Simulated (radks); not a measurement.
Results of a calculation; reference values are marked as such.
Species: neutral thulium. Configuration: [Xe] 4f13 6s2. Code: a radial shooting solver on a logarithmic mesh with Libxc functionals. Model: Dirac Kohn-Sham, PBE, spin-unpolarised, spherical densities, point nucleus; open shells fill j = l - 1/2 first. Some entries of the table are withheld. Estimate them.

| orbital | occ. | eigenvalue (hartree) | <1/r> (bohr^-1) |
|---|---|---|---|
| 1s1/2 | 2 | (1) | 79.12 |
| 2s1/2 | 2 | -366.9450 | 19.06 |
| 2p1/2 | 2 | -349.7197 | 19.03 |
| 2p3/2 | 4 | -313.6957 | 16.42 |
| 3s1/2 | 2 | -82.46375 | (2) |
| 3p1/2 | 2 | -74.89213 | 6.895 |
| 3p3/2 | 4 | -67.28522 | 6.227 |
| 3d3/2 | 4 | -54.38391 | 6.114 |
| 3d5/2 | 6 | -52.72166 | 5.952 |
| 4s1/2 | 2 | -16.24345 | 2.920 |
| 4p1/2 | 2 | -13.19975 | 2.810 |
| 4p3/2 | 4 | -11.48311 | 2.578 |
| 4d3/2 | 4 | -6.48012 | 2.356 |
| 4d5/2 | 6 | -6.16788 | 2.299 |
| 5s1/2 | 2 | (3) | 1.084 |
| 5p1/2 | 2 | -1.13839 | 0.9473 |
| 5p3/2 | 4 | -0.92881 | 0.8638 |
| 6s1/2 | 2 | -0.14250 | 0.3159 |
| 4f5/2 | 6 | -0.13722 | 1.704 |
| 4f7/2 | 7 | -0.09331 | 1.669 |

Answer. 
(1) 1s1/2 eigenvalue (hartree): -2176.268
(2) 3s1/2 <1/r> (bohr^-1): 6.981
(3) 5s1/2 eigenvalue (hartree): -1.95756
